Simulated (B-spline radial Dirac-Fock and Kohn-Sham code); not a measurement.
# Auger decay of the M5 hole in Ta³⁺

System: tantalum as Ta³⁺, configuration 1s2 2s2 2p6 3s2 3p6 3d10 4s2 4p6 4d10 4f14 5s2 5p6 5d2.

Calculated with a radial atomic solver, using a relativistic independent-particle model: LDA orbitals of the hole state, radiative multipoles to third order, Auger rates from the Coulomb interaction with a continuum orbital, Dirac-Fock energies. Kinetic energies are configuration averages from the vacuum level; the two-hole energies are estimated from single-hole states.

```
transition  kinetic energy (eV)  width (meV)  share (%)
   M5-N2N3                791.3         12.7        0.7
   M5-N1N5                868.0         84.2        4.8
   M5-N2N5                967.6         85.0        4.9
   M5-N3N5               1033.2          132        7.6
   M5-N1N7               1077.2         29.8        1.7
   M5-N2N7               1177.4         15.1        0.9
   M5-N4N5               1196.2          179       10.3
   M5-N5N5               1208.3          202       11.6
   M5-N5O1               1371.3         13.0        0.7
   M5-N5O2               1404.4         12.3        0.7
   M5-N4N7               1406.2         76.2        4.4
   M5-N5O3               1414.3         19.1        1.1
   M5-N5N6               1416.0          125        7.2
   M5-N5N7               1419.6          195       11.2
   M5-N6N7               1625.7          263       15.2
   M5-N7N7               1628.2          180       10.4
```

The listed channels hold 93 % of the non-radiative rate. Summed by principal shells, of 1.74 eV in all: MNN 95.1 %, MNO 4.8 %.
